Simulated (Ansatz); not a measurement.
C₂H₆BO₂, SMILES `CO[B]OC` radical. Total charge 0; spin multiplicity 2. The structure was optimised at the PBE0-D4/def2-TZVP level. It is one conformer, not always the lowest.

```xyz
11

C     1.330   -0.611    1.919
O     0.100   -0.460    1.241
B     0.024    0.008   -0.013
O    -1.160    0.137   -0.631
C    -1.276    0.627   -1.951
H     1.303   -0.018    2.835
H     2.171   -0.285    1.302
H     1.463   -1.662    2.184
H    -1.896    1.526   -1.942
H    -0.298    0.868   -2.376
H    -1.762   -0.131   -2.568
```

Question: What is the dipole moment at ωB97M-V/def2-TZVPP? (Best estimate.)

Answer: The calculation gave: 1.17 D, with components (0.98, 0.30, -0.56) D in this frame, pointing from negative to positive charge.

Question: And with PBE, r2SCAN, B3LYP? (Best estimate.)

Answer: The calculation gave: PBE 0.95 D, r2SCAN 1.08 D, B3LYP 1.18 D.

Question: Give the Mulliken charges with ωB97M-V, B3LYP, r2SCAN in def2-TZVPP. (Estimate.)

Answer: Computed: 
```tsv
atom	ωB97M-V	B3LYP	r2SCAN
C1	-0.12	-0.07	0.05
O2	-0.22	-0.23	-0.25
B3	0.02	0.03	0.06
O4	-0.22	-0.23	-0.25
C5	-0.12	-0.07	0.05
H6	0.12	0.11	0.06
H7	0.09	0.07	0.04
H8	0.12	0.11	0.06
H9	0.12	0.11	0.06
H10	0.09	0.07	0.04
H11	0.12	0.11	0.06
```

B3LYP here is the variant with VWN-RPA as its local correlation; programs differ in this.
